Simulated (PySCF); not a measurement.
A structure optimised at PBE-D3(BJ)/def2-SVP, used in a PySCF frequency run:

```xyz
12

C      1.8279    -0.5011     0.0000
C      0.6831     0.4990     0.0000
O     -0.1567     0.3136     1.1562
C     -1.3195    -0.2595     0.6727
C     -1.3195    -0.2595    -0.6727
O     -0.1567     0.3136    -1.1562
H      2.4554    -0.3600    -0.9015
H      1.4237    -1.5327     0.0000
H      2.4554    -0.3600     0.9015
H      1.0535     1.5499     0.0000
H     -2.0564    -0.5943     1.4088
H     -2.0564    -0.5943    -1.4088
```

Task: Write its SMILES, formula and point group.

Result: CC1OC=CO1, C₄H₆O₂, Cs

Task: What are its rotational constants (standard atomic weights)?

Result: 6.6690, 3.9311, 2.9494 GHz
